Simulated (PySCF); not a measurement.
# Bond curve of BiCl

Set-up: PySCF, scalar-relativistic core potentials, basis sets Bi def2-SVP with ECP60, Cl def2-SVP. Energies in eV from Bi + Cl in their ground configurations at the same level. State: ³Σ⁻ (triplet), unpaired electrons π ↑↑.

All columns are UHF. A positive dipole means Bi(−)Cl(+).

```tsv
R (Å)	E (eV)	μ (D)	Mulliken charge on Bi (basis-dependent)	HOMO (eV)	LUMO (eV)	Mayer bond order	⟨S²⟩
2.130	-0.063	-1.69	0.37	-8.08	1.04	0.98	2.01
2.229	-0.796	-2.35	0.39	-8.28	0.87	0.95	2.01
2.328	-1.203	-2.98	0.42	-8.48	0.71	0.91	2.01
2.403	-1.353	-3.45	0.43	-8.62	0.60	0.89	2.01
2.477	-1.407	-3.89	0.44	-8.76	0.49	0.88	2.01
2.551	-1.388	-4.32	0.45	-8.89	0.39	0.86	2.02
2.650	-1.282	-4.84	0.46	-9.05	0.27	0.83	2.03
2.774	-1.070	-5.35	0.46	-9.23	-0.01	0.80	2.05
2.923	-0.773	-5.23	0.40	-9.36	-0.38	0.73	2.19
3.121	-0.461	-3.63	0.24	-9.26	-0.50	0.52	2.52
```

A fit through these points gives, at Re = 2.491 Å, μ = -3.98 D and dμ/dR = -5.82 D/Å; the reduced mass is 29.96 u.

Q: How strong is the fundamental in the double-harmonic approximation, I = 42.26·(dμ/dR)²/μred km/mol?

A: I = 42.26·(-5.82)²/29.96 = 47.8 km/mol at UHF.

⟨S²⟩ of the unrestricted solution departs from its pure value on part of the curve, where spin states mix. These are scalar-relativistic numbers at best; spin–orbit coupling would shift them, the dissociation energy most. Hartree–Fock leaves out correlation, which carries a large part of most bond energies and some tenths to 1 eV of ionisation energies. The state is the lowest determinant that a PBE0 search found; another state may lie lower at other levels.
